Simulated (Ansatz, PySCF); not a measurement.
Here is a job for Ansatz (a program for electronic structure).
Ansatz 0.2 input:
```yaml
crystal:
  periodic: [false, false, false]
  atoms:
    - {symbol: C, position_ang: [-2.41615025, -0.09423761, -0.00084847]}
    - {symbol: C, position_ang: [-0.90462916, -0.03208013, 0.01248811]}
    - {symbol: C, position_ang: [-0.18097146, -1.20077251, 0.17651586]}
    - {symbol: C, position_ang: [1.27323905, -1.14762615, 0.16375845]}
    - {symbol: C, position_ang: [1.89363258, 0.07121865, -0.01076607]}
    - {symbol: C, position_ang: [1.18091207, 1.24199321, -0.17367270]}
    - {symbol: C, position_ang: [-0.27325447, 1.18543425, -0.16052647]}
    - {symbol: H, position_ang: [-2.85140215, 0.85506076, 0.31761786]}
    - {symbol: H, position_ang: [-2.78313519, -0.88166934, 0.66088217]}
    - {symbol: H, position_ang: [-2.78714768, -0.30896622, -1.00851697]}
    - {symbol: H, position_ang: [-0.68088180, -2.15518212, 0.31436607]}
    - {symbol: H, position_ang: [1.84419607, -2.06290847, 0.29119789]}
    - {symbol: H, position_ang: [2.98647873, 0.11212851, -0.02001269]}
    - {symbol: H, position_ang: [1.67974013, 2.19709992, -0.31030067]}
    - {symbol: H, position_ang: [-0.84451843, 2.10085878, -0.28692584]}
basis:
  gaussian:
    orbitals: STO-3G
total_charge: -1
magnetization: {spin_polarized: true, initial_magnetization: 1}
correlation: {method: mp2, electrons: outside_noble_gas}
accuracy: high
```

Task: Write the same job for PySCF.

Result: This is not unique; one that fits is 
```python
from pyscf import gto, scf, mp

mol = gto.M(
    atom='''
C    -2.416150   -0.094238   -0.000848
C    -0.904629   -0.032080    0.012488
C    -0.180971   -1.200773    0.176516
C     1.273239   -1.147626    0.163758
C     1.893633    0.071219   -0.010766
C     1.180912    1.241993   -0.173673
C    -0.273254    1.185434   -0.160526
H    -2.851402    0.855061    0.317618
H    -2.783135   -0.881669    0.660882
H    -2.787148   -0.308966   -1.008517
H    -0.680882   -2.155182    0.314366
H     1.844196   -2.062908    0.291198
H     2.986479    0.112129   -0.020013
H     1.679740    2.197100   -0.310301
H    -0.844518    2.100859   -0.286926
''',
    basis='sto-3g',
    charge=-1,
    spin=1,
    verbose=4,
)

mf = scf.UHF(mol)
mf.kernel()

pt = mp.MP2(mf, frozen=7)
pt.kernel()
print('E(MP2) = %.10f' % pt.e_tot)
```

Both were run: Ansatz gave -266.619479 Eh and PySCF -266.619479 Eh, 0.000 mEh apart.
